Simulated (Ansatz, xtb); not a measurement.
**Isomers of C4H3BrFN in order of energy**

6 gas-phase structures of C4H3BrFN, from a drawn sample of its isomers (lower ones may exist). Each was relaxed with GFN2-xTB:

A. `Fc1cc(Br)c[nH]1`, a singlet
B. `Fc1cc[nH]c1Br`, a singlet
C. `Fc1ccc(Br)[nH]1`, a singlet
D. `Fc1c[nH]cc1Br`, a singlet
E. `Fc1[nH]ccc1Br`, a singlet
F. `Fc1c[nH]c(Br)c1`, a singlet

Question: Make a reasoned guess at their ranking by r2SCAN-D4/def2-SVP single-point energy.

Answer: Calculated order at r2SCAN-D4/def2-SVP: A (0.0), C (0.6), E (1.3), F (1.3), D (2.1), B (2.2) kcal/mol. Less than 1 kcal/mol parts A and C; C and E; E and F; F and D; D and B, so the order within those pairs means little.

Energies above the lowest of each column, in kcal/mol; the last columns are at B3LYP-D3(BJ)/def2-SVP geometries:

| structure | GFN2-xTB | HF/STO-3G | r2SCAN-D4/def2-SVP | B3LYP-D3(BJ)/def2-SVP | CCSD(T)/def2-SVP + ΔMP2/def2-TZVPP |
| --- | --- | --- | --- | --- | --- |
| A | 0.0 | 0.0 | 0.0 | 0.0 | 0.0 |
| C | 0.1 | 0.3 | 0.6 | 0.6 | 0.8 |
| E | 2.2 | 0.6 | 1.3 | 1.1 | 1.2 |
| F | 1.0 | 2.1 | 1.3 | 1.2 | 1.2 |
| D | 3.1 | 2.4 | 2.1 | 1.8 | 1.7 |
| B | 2.8 | 2.5 | 2.2 | 1.9 | 1.9 |

Every level run on A puts it lowest or level with the lowest. ΔMP2 is the change of the MP2 energy from the smaller to the larger basis.

Over these structures GFN2-xTB departs from r2SCAN-D4/def2-SVP by 0.6 kcal/mol on average once a common shift is removed. A GFN2-xTB relaxation took about 0.05 s and the r2SCAN-D4/def2-SVP energy about 3 s on a shared host (Ansatz 0.2.0, xtb 6.7.1).
